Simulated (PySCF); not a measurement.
**Ionisation energy of Ta²⁺ by level of theory**

Ta²⁺ [Xe] 4f14 5d3 (4F) → Ta³⁺ [Xe] 4f14 5d2 (3F), as a difference of total energies. All numbers are calculated (PySCF 2.14, scalar relativity through the core potential, in def2-QZVPPD with the def2 core potential (60 electrons) (7s6p4d3f2g, 84 functions)). Correlated levels: valence: 5s2 5p6 frozen; valence and next inner shell: nothing frozen outside the core potential. The calculations carry no spin-orbit coupling.

Q: Order these methods by the ionisation energy they give, lowest first.
A. MP2 (valence and next inner shell)
B. M06
C. BLYP
D. PBE

A: A (23.762 eV), B (23.822 eV), C (24.075 eV), D (24.273 eV).

The reference lies between the lowest fine-structure levels, while these numbers refer to the centres of the terms.

Errors of the correlated levels include the incompleteness of this basis and the frozen core.

For comparison: 23.1 ± 1.6 eV (theoretical estimate listed by NIST; NIST Atomic Spectra Database, ionization energies).
